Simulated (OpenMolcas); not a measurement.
# La I: effect of the active space

```json
{
 "Program": "OpenMolcas 26.06",
 "Method": "CASSCF",
 "Basis": "ANO-RCC-VQZP",
 "Scalar Hamiltonian": "DKH2, point nucleus",
 "Spin-orbit coupling": "RASSI with atomic mean-field integrals over the reference wave functions, term energies averaged over their components"
}
```

A. 3 electrons in 6 orbitals (5d 6s); 2S+1 = 2 even, 65 roots; 2S+1 = 4 even, 20 roots kept (CI in the orbitals of an earlier block); cost about 50 core-seconds
B. 3 electrons in 11 orbitals (5d 6s 6d); 2S+1 = 2 even, 49 roots; 2S+1 = 4 even, 20 roots kept (CI in the orbitals of an earlier block); cost of the order of 50 core-seconds

Energies in cm-1 above 5d 6s2 2D 3/2, the measured ground level; measured values from NIST Handbook of Basic Atomic Spectroscopic Data.

| Level | A | B | Measured |
| --- | --- | --- | --- |
| 5d2 6s 4F 3/2 [51 %] | -646 | 1064 | 2668 |
| 5d2 6s 4F 5/2 [68 %] | -108 | 1521 | 3010 |
| 5d 6s2 2D 3/2 [51 %] | 0.0 | 0.0 | 0.0 |
| 5d2 6s 4F 7/2 | 480 | 1904 | 3495 |
| 5d 6s2 2D 5/2 [68 %] | 505 | 1004 | 1053 |
| 5d2 6s 4F 9/2 | 1082 | 2603 | 4122 |
| 5d2 6s 4P 1/2 | 5860 | 7300 | 7231 |
| 5d2 6s 4P 3/2 | 6092 | 7502 | 7491 |
| 5d2 6s 4P 5/2 | 6404 | 7803 |  |
| 5d2 6s 2P 1/2 | 7833 | 8585 | 9044 |
| 5d2 6s 2F 5/2 | 7974 | 8281 |  |
| 5d2 6s 2P 3/2 | 8134 | 8850 |  |
| 5d2 6s 2F 7/2 | 8745 | 9227 | 8052 |
| 5d2 6s 2G 9/2 | 9484 | 10564 | 9920 |
| 5d2 6s 2G 7/2 | 9489 | 10571 | 9961 |
| 5d3 4F 3/2 [70 %] | 10047 | 11264 | 12431 |
| 5d2 6s 2D 3/2 [67 %] | 10369 | 10604 |  |
| 5d3 4F 5/2 [61 %] | 10418 | 11561 | 12787 |
| 5d2 6s 2D 5/2 [59 %] | 10631 | 10925 | 9184 |
| 5d3 4F 7/2 | 10996 | 12001 | 13238 |
| 5d3 4F 9/2 | 11584 | 12578 | 13747 |
| 5d3 4P 1/2 | 16395 | 16866 | 16617 |
| 5d3 4P 3/2 | 16590 | 17110 | 16735 |

A puts 5d2 6s 4F 3/2 [51 %] lowest.

Deviations, from unrounded energies. A percentage is the sum of absolute deviations over the sum of measured energies, with the sign that they share, or ± where signs differ.

```csv
Against measurement,Levels,A,B
mean absolute deviation (cm-1),18,1600,910
fine structure of the ground term (%),1,-52.1,-4.7
other configurations (%),17,±18.2,±10.2
```

B lies closest to measurement on these levels. The largest miss of B in the table is 5d2 6s 2D 5/2 [59 %], by +1700 cm-1. The ranking rests on the paired levels alone, and a cruder setting can come out closer through cancelling errors.

Between A and B the level of the table that moves most is 5d2 6s 4F 3/2 [51 %], by 1700 cm-1 (lowest in A, highest in B).

Without dynamic correlation excited terms often stand tens of per cent too high (terms of higher spin than the ground term too low), and those without a measured partner can miss by more than the paired ones. Terms from blocks run as CI alone lack orbitals of their own. The lowest computed level is not the ground level that NIST lists (2D3/2) (holds for A). Configurations are named by rounded mean occupations; where the s occupation lies near a half they are strongly mixed, a name can repeat and a true partner stay unpaired (holds for A). A single d shell beside an s shell can misplace configurations of different d count against each other (holds for A). The lowest spin-free term belongs to 5d 6s2, not to the configuration of the lowest level (holds for A). Some levels mix across a computed gap that differs much from the measured one, so their mixing is not that of the real levels (holds for B). Active for correlation alone: 6d; no level in the range computed is led by a configuration that fills it, so any true level of that kind is missing (holds for B). Measured partners are found by configuration, term and J. A level has none where our copy of the source lacks it or the pairing is in doubt (some pairs that miss far off the trend of their configuration count as doubtful), and it then counts in no deviation. Only configurations of the active space appear. Levels that lie high or do not pair safely by name in every column are left out.

A share in square brackets marks a mixed level and gives the weight of the term that names it, the lowest over the columns.
